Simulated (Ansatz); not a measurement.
Cartesian coordinates in Å:
```
F 0.086 -1.881 -0.145
B 0.258 -0.866 -0.959
Cl 0.672 -1.131 -2.624
O 0.118 0.424 -0.532
C -0.202 0.766 0.742
F -1.384 0.273 1.097
F -0.256 2.083 0.814
F 0.708 0.331 1.607
```

Charge 0, multiplicity 1.

Question: List the PBE0/def2-TZVPP orbital energies in eV (Ansatz). (An estimate is asked.)

Answer: The calculation gave: Occupied: -2768.22, -675.69, -675.69, -675.67, -675.30, -525.08, -287.01, -260.09, -198.37, -198.25, -198.21, -188.81, -37.99, -35.29, -35.23, -35.14, -31.36, -24.33, -20.95, -18.76, -17.92, -17.87, -16.57, -14.84, -14.63, -14.22, -13.99, -13.93, -13.22, -13.09, -12.45, -12.16, -11.91, -11.76, -10.25, -10.00. Lowest empty: -0.44, 0.77, 2.49, 2.91, 2.96, 3.14, 4.38, 4.55.
